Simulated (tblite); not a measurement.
Compound: C5H7N3S.
Atom-mapped SMILES: `[CH3:1][S:2][c:3]1[cH:4][c:5]([CH3:6])[n:7][n:8][n:9]1` (hydrogens: H10, H11, H12 on C1; H13 on C4; H14, H15, H16 on C6)

A start from a force field or distance geometry was refined with tblite, GFN2-xTB geometry optimisation, gas phase. Values at the start:

```tsv
coordinate	start
C1–S2	1.818 Å
C1–H10	1.093 Å
S2–C3	1.768 Å
C3–C4	1.375 Å
C3–N9	1.348 Å
C4–C5	1.362 Å
C4–H13	1.098 Å
C5–C6	1.497 Å
C5–N7	1.357 Å
C6–H14	1.094 Å
N7–N8	1.311 Å
N8–N9	1.306 Å
C1–S2–C3	101.1°
S2–C3–C4	119.4°
S2–C3–N9	119.4°
C3–C4–C5	116.2°
C4–C5–C6	121.7°
C4–C5–N7	121.3°
C5–N7–N8	119.1°
N7–N8–N9	122.6°
```

Task: How do these coordinates change at the GFN2-xTB level?

Result: 
```
coordinate  GFN2-xTB (Å or °)  change
     N7–N8              1.282  -0.029
     S2–C3              1.741  -0.027
     C4–C5              1.387  +0.025
     C3–C4              1.396  +0.021
    C4–H13              1.078  -0.020
     N8–N9              1.288  -0.018
     C5–N7              1.340  -0.017
     C3–N9              1.335  -0.013
    C1–H10              1.085  -0.008
     C5–C6              1.490  -0.007
     C1–S2              1.812  -0.006
    C6–H14              1.089  -0.005
  S2–C3–C4              121.3    +1.9
  C5–N7–N8              120.8    +1.7
  S2–C3–N9              118.0    -1.4
  C4–C5–N7              120.0    -1.3
  C4–C5–C6              122.8    +1.1
  C3–C4–C5              115.4    -0.8
  C1–S2–C3              100.3    -0.8
  N7–N8–N9              123.2    +0.6
```

The energy falls by 0.116 eV over 37 L-BFGS steps, the largest force on an atom goes from 1.90 to 0.007 eV/Å, and the atoms move by 0.063 Å rms after alignment. The bond that changes most is N7–N8 (both ends pyridine-type nitrogen), which shortens by 0.029 Å. Bonds longer at the end by more than 0.005 Å: 2 of 16; shorter: 12. Rotational constants go from 3377, 900.5, 717.4 to 3498, 904.6, 725.3 MHz.

Its lowest GFN2-xTB frequency is 11 cm⁻¹, too small to tell a flat minimum from a shallow saddle. One conformer, not necessarily the lowest. 3 starts were optimised and ended at 0.00, 0.19 and 4.60 kcal/mol (GFN2-xTB); the lowest of these is shown.

Conformer computed: `[CH3:1][S:2][c:3]1[cH:4][c:5]([CH3:6])[n:7][n:8][n:9]1`: C1–S2–C3–C4 180°.
